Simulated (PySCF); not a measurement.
The PySCF input:
```python
from pyscf import gto, scf, cc

mol = gto.M(
    atom='''
Si   -0.001662    0.085384    0.004957
H    -1.257618   -0.625119    0.012335
H     1.280882   -0.570254   -0.081733
''',
    basis='def2-svpd',
    charge=0,
    spin=2,
    verbose=4,
)

mf = scf.UHF(mol)
mf.kernel()

mycc = cc.CCSD(mf, frozen=5)
mycc.kernel()
et = mycc.ccsd_t()
print('E(CCSD(T)) = %.10f' % (mycc.e_tot + et))
```

What does this run give for the coupled-cluster correlation energy (without the perturbative part), SCF-reference <S^2>?


```
Quantity                                                                 Value
------------------------------------------------------------------  ----------
coupled-cluster correlation energy (without the perturbative part)  -0.0976 Eh
SCF-reference <S^2>                                                      2.007
```

These values belong to the state on which the SCF converged, which isn't shown to be the lowest.
